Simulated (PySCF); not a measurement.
# Reading the logs of faulty runs: BGeH7N2

Calculated results; nothing here was measured. They come from PySCF 2.14.0, an open-source quantum chemistry program, on an isolated molecule that a program drew, which may never have been made. The molecule is BGeH7N2 (charge 0, singlet), drawn as the SMILES string `[BH2][GeH]([NH2])[NH2]`.

Each row is a Hartree-Fock (HF) and frozen-core CCSD(T) single point in the cc-pVDZ basis, meant for a local HF minimum. Run 1 is clean. Each other run has one planted mistake out of seven kinds, and not every kind appears here: one electron removed, one electron added, multiplicity raised by two, geometry at a saddle point, minimal basis STO-3G, one bond length entered in bohr, all coordinates scaled. The reference is restricted for singlets and unrestricted otherwise, and also for a bond in bohr. Adding or removing an electron swaps singlet and doublet. Electrons count all cores. HOMO and LUMO are orbital energies over both spins, the gradient is its largest component, and the lowest frequency (negative if imaginary) is given only where the gradient is small. Bond lengths are over the 10 bonds as drawn. T1 is the CCSD diagnostic: over 0.02 (restricted) or 0.045 (unrestricted) a single reference is doubtful. Germanium has the cc-pVDZ-PP basis, with a core potential (ECP10MDF) in place of its 10 inner electrons, and its 3s, 3p and 3d shells are frozen in CCSD(T).

Geometry of the clean run:
```xyz
11
BGeH7N2, angstrom
B     0.6362   -1.1289   -0.9991
Ge    1.3830    0.8129   -0.8160
N     0.2924    1.7103    0.3681
N     1.3691    1.8931   -2.3110
H     0.4729   -1.6514   -2.0671
H     0.3754   -1.7737   -0.0206
H     2.8703    0.7544   -0.3964
H     0.5738    2.6620    0.5336
H     0.1738    1.2589    1.2590
H     2.0563    1.6461   -3.0027
H     0.4753    1.9426   -2.7702
```

| run | electrons | basis functions | <S^2> | HOMO (eV) | LUMO (eV) | gradient (hartree/bohr) | lowest frequency (cm^-1) | mean bond (Å) | longest bond (Å) | T1 | HF (hartree) | CCSD(T) (hartree) | mistake |
|---|---|---|---|---|---|---|---|---|---|---|---|---|---|
| 1 | 58 | 100 | 0.000 | -9.92 | 1.46 | 3.9e-05 | 97 | 1.3747 | 2.089 | 0.0109 | -431.02670 | -431.61650 | no fault |
| 2 | 58 | 100 | 0.000 | -9.92 | 1.51 | 1.5e-02 | - | 1.3541 | 2.057 | 0.0106 | -431.02431 | -431.61092 | all coordinates scaled |
| 3 | 59 | 100 | 0.761 | -0.55 | 8.56 | 5.9e-02 | - | 1.3747 | 2.089 | 0.0112 | -431.00753 | -431.61579 | one electron added |
| 4 | 57 | 100 | 0.768 | -15.22 | -5.93 | 9.2e-02 | - | 1.3747 | 2.089 | 0.0386 | -430.73506 | -431.29087 | one electron removed |
| 5 | 58 | 100 | 2.022 | -7.34 | -1.18 | 5.7e-02 | - | 1.3747 | 2.089 | 0.0232 | -430.91740 | -431.50805 | ? |
| 6 | 58 | 100 | 0.812 | -9.98 | 1.03 | 1.6e-02 | - | 1.4642 | 2.089 | 0.0542 | -430.89586 | -431.47624 | ? |

**Which mistake was planted in run 5, and what did it cost?**

Electrons, basis and geometry are unchanged, and <S^2> is 2.022, beside S(S+1) = 2.00 for a multiplicity of 3. So the mistake is: multiplicity raised by two. Subtracting run 1 and multiplying by 627.51 kcal/mol a hartree, the energy moved by 68.6 kcal/mol in HF and 68.1 kcal/mol in CCSD(T).

**Which mistake was planted in run 6, and what did it cost?**

The mean bond changes by a factor of 1.065 and the longest by 1.000, so the molecule wasn't scaled as a whole. A length L in bohr read as angstrom grows by (1/0.5292 - 1) L = 0.890 L. The 10 bonds together grew by 10 x 0.0895 = 0.895 Å, which gives L = 1.006 Å. That is the length of one of the H-N bonds, 1.006 Å in the clean geometry. So the mistake is: one bond length entered in bohr. Subtracting run 1 and multiplying by 627.51 kcal/mol a hartree, the energy moved by 82.1 kcal/mol in HF and 88.0 kcal/mol in CCSD(T).

Cautions from the logs. Run 3: the added electron raises the CCSD(T) energy, so it isn't bound in this basis; run 6: T1 is over the limit, so its CCSD(T) energy is less reliable.
